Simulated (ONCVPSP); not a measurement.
## Before and after: ONCV potential for Sn (Z = 50)

tin, optimised norm-conserving Vanderbilt (ONCV), made with ONCVPSP 4.0.1 (PBEsol, scalar-relativistic). Core [Ar] 3d10, reference 4s2 4p6 4d10 5s2 5p2. Waves: 4s+5s: rc 1.10 bohr, ncon 3, nbas 6, qcut 10.8 1/bohr, 3 projectors, debl 0.7 Ha; 4p+5p: rc 1.35 bohr, ncon 4, nbas 8, qcut 11.8 1/bohr, 3 projectors, debl 0.3 Ha; 4d: rc 1.25 bohr, ncon 5, nbas 10, qcut 10 1/bohr, 2 projectors, debl 2.7 Ha; f scattering state at 0.04 Ha: rc 1.20 bohr, ncon 4, nbas 8, qcut 10.2 1/bohr, 2 projectors, debl 0.8 Ha. Local part: polynomial inside 1.10 bohr (lpopt 1, dvloc0 0 Ha). Core correction: none.

All-electron outer shells of the reference configuration (PBEsol, scalar-relativistic, ld1.x):

| shell | level (eV) | outermost node (bohr) | outermost maximum (bohr) |
| --- | --- | --- | --- |
| 3p | -698.48 | 0.14 | 0.30 |
| 3d | -473.39 | – | 0.25 |
| 4s | -133.74 | 0.40 | 0.74 |
| 4p | -89.56 | 0.41 | 0.79 |
| 4d | -25.79 | 0.39 | 0.88 |
| 5s | -10.59 | 0.98 | 2.01 |
| 5p | -3.71 | 1.09 | 2.55 |

Change: s: qcut 8.9; p: qcut 9.7; d: qcut 8.2; f: qcut 8.4.

Cutoffs: the cutoffs (Ha) at which the residual kinetic energy of the hardest occupied pseudo-wave falls to 1 and 0.1 mHa per electron; they do not see the model core or the augmentation charge, which bear on the density cutoff. Errors are all-electron minus pseudo energies relative to the spin-unpolarised reference configuration.

Task: Predict the effect on cutoff, ghosts and configuration errors.

Result: The potential gets harder (45 Ha and 52 Ha → 75 Ha and 222 Ha); the errors of the 4 common tests hardly move; neither file shows a bound ghost.

| quantity | base | changed |
| --- | --- | --- |
| cutoff, loose | 45 Ha | 75 Ha |
| cutoff, tight | 52 Ha | 222 Ha |
| loose cutoff by channel | s 45 Ha, p 38 Ha, d 42 Ha | s 36 Ha, p 23 Ha, d 75 Ha |
| bound ghosts | none | none |
| GHOST(+) flags under 300 eV | none | none |
| error for 4s2 4p6 4d10 5s2 5p1, meV [ΔE 6.90 eV] | -1.3 | -1.3 |
| error for 4s2 4p6 4d10 5s2 5p0, meV [ΔE 20.87 eV] | -4.4 | -4.5 |
| error for 4s2 4p6 4d10 5s1 5p0, meV [ΔE 51.89 eV] | -10.0 | -11 |
| error for 4s2 4p6 4d10 5s2 5p1.5, meV [ΔE 2.63 eV] | -0.5 | -0.5 |
| s: phases at 1.12 bohr within 0.05 rad from the reference energy up to (Ha; the scan ends near 5) | to the end of the scan | to the end of the scan |
| p: phases at 1.37 bohr within 0.05 rad from the reference energy up to (Ha; the scan ends near 5) | to the end of the scan | to the end of the scan |
| d: phases at 1.27 bohr within 0.05 rad from the reference energy up to (Ha; the scan ends near 5) | to the end of the scan | to the end of the scan |
| f: phases at 1.22 bohr within 0.05 rad from the reference energy up to (Ha; the scan ends near 5) | to the end of the scan | to the end of the scan |
